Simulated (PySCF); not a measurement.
[Er(H2O)4]3+ relaxed at several levels

Computed with PySCF 2.14.0, def2-SVP on the ligands, density fitting, scalar-relativistic core potentials, no spin-orbit coupling, vacuum. Each row is relaxed at its own level from the same template. Distances are means of the shortest metal–ligand contacts, charges and spins Mulliken's; removal energies are rigid, with the ligand's formal charge and no counterpoise, so too large; for an anion taken off a cation in vacuum most of it is the attraction of opposite charges, and multiply charged cations can part far more cheaply with an electron moved from ligand to metal. lcecp potentials hold a fixed number of 4f electrons in the core, out of states, spins and gaps.

```csv
level,basis on the metal,point group,M–H2O (Å),charge on M (e),removal of one H2O (eV),"strongest infrared band, degenerate modes summed (cm⁻¹)",unstable modes (below −25 cm⁻¹)
PBE0,lcecp-1-SVP with ECP57,S4,2.248,1.72,3.54,3612,0
```

What does the calculation give for TPSS, lcecp-1-SVP with ECP57?

point group: S4, M–H2O (Å): 2.256, charge on M (e): 1.63, removal of one H2O (eV): 3.50, unstable modes (below −25 cm⁻¹): not given.
```xyz
13

Er    0.0000    0.0000    0.0000
O     1.3418    1.3163    1.2481
H     2.1542    1.0575    1.7595
H     1.2674    2.2943    1.4113
O    -1.3417   -1.2482    1.3163
H    -1.2673   -1.4114    2.2943
H    -2.1543   -1.7592    1.0575
O     1.3418   -1.3163   -1.2481
H     1.2674   -2.2943   -1.4113
H     2.1542   -1.0575   -1.7595
O    -1.3417    1.2482   -1.3163
H    -2.1543    1.7592   -1.0575
H    -1.2673    1.4114   -2.2943
```

Moved off a saddle point of the template and relaxed again: PBE0, TPSS. One start shape was tried for each, so a minimum needn't be the lowest isomer.
